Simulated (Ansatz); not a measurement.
Species: BBr, charge 1, multiplicity 2. 
Coordinates optimised at B3LYP-D3(BJ)/def2-TZVP (Ansatz, a quantum-chemistry and plane-wave program):
SMILES: [B][Br+]
```xyz
2

B      0.0000     0.0000    -1.5355
Br     0.0000     0.0000     0.2194
```
Charge +1, spin multiplicity 2.

Basis-set convergence of Hartree-Fock and CCSD correlation energies (hartree) with Ansatz. Cores are frozen in the correlated levels unless marked. UHF or UKS for open shells. Spin-orbit coupling is left out. The frozen core is the preceding noble-gas configuration, with the filled d and f shells of earlier blocks. No relativistic terms.

```tsv
basis	functions	E(HF)	E(corr, CCSD)
cc-pVDZ	41	-2596.69228	-0.17055
cc-pVTZ	73	-2596.77434	-0.22153
cc-pVQZ	123	-2596.77874	-0.23888
cc-pV5Z	195	-2596.77924	-0.24499
```

Extrapolating the two largest sets (X = 4 and 5) as X^-3: E(corr) = (125·(-0.24499) - 64·(-0.23888))/61 = -0.2514 Eh, an estimate of the basis-set limit. The largest set recovers 97.5 % of it, the smallest 67.8 %.
